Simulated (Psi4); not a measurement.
C₄H₇, doublet, geometry from GFN2-xTB. Base run: R2SCAN/def2-SVP in Psi4.

Input for Psi4:
```
memory 2 GB

molecule {
0 2
C    -0.01583438    0.01152779    1.49894858
C    -0.00222843    0.02374520    0.20492787
H    -0.02223869   -0.69129602    2.29786866
C     0.00269449    1.29161997   -0.60733811
H    -0.00662782    2.16401956    0.03942821
H     0.89090871    1.32760594   -1.23693731
H    -0.87224194    1.32254452   -1.25552371
C     0.01033407   -1.24161286   -0.64220029
H     0.00629703   -2.13018294   -0.01726348
H    -0.86735589   -1.25472468   -1.28612343
H     0.90146410   -1.24964698   -1.26747727
}

set {
  basis def2-svp
  reference uks
}

energy('r2scan')
print_variables()
```

Variants of this job, named by their change:

| change | ΔE vs base (µEh) | SCF cycles | grid points | basis functions |
|---|---|---|---|---|
| base | 0.0 | 11 | 235432 | 91 |
| d_convergence = 1e-4 | 0.0 | 10 | 235432 | 91 |
| guess = huckel | 0.0 | 13 | 235432 | 91 |
| scf_type = pk | 80.7 | 11 | 235432 | 91 |
| puream = true | 0.0 | 11 | 235432 | 91 |
| dft_radial_scheme = mura | 46.6 | 11 | 238335 | 91 |
| e_convergence = 1e-10 | 0.0 | 14 | 235432 | 91 |
| e_convergence = 1e-8 | 0.0 | 12 | 235432 | 91 |
| dft_nuclear_scheme = stratmann | 0.0 | 11 | 217218 | 91 |
| dft_radial_points = 35 | -1005 | 11 | 111900 | 91 |
| scf_type = dfdirj+cosx | 0.0 | 12 | 235432 | 91 |
| d_convergence = 1e-8 | 0.0 | 15 | 235432 | 91 |
| dft_pruning_scheme = treutler | 17.2 | 11 | 129408 | 91 |

Open shells are given as the SCF converged; they aren't shown to be the lowest states, and a large step between rows can be another state.
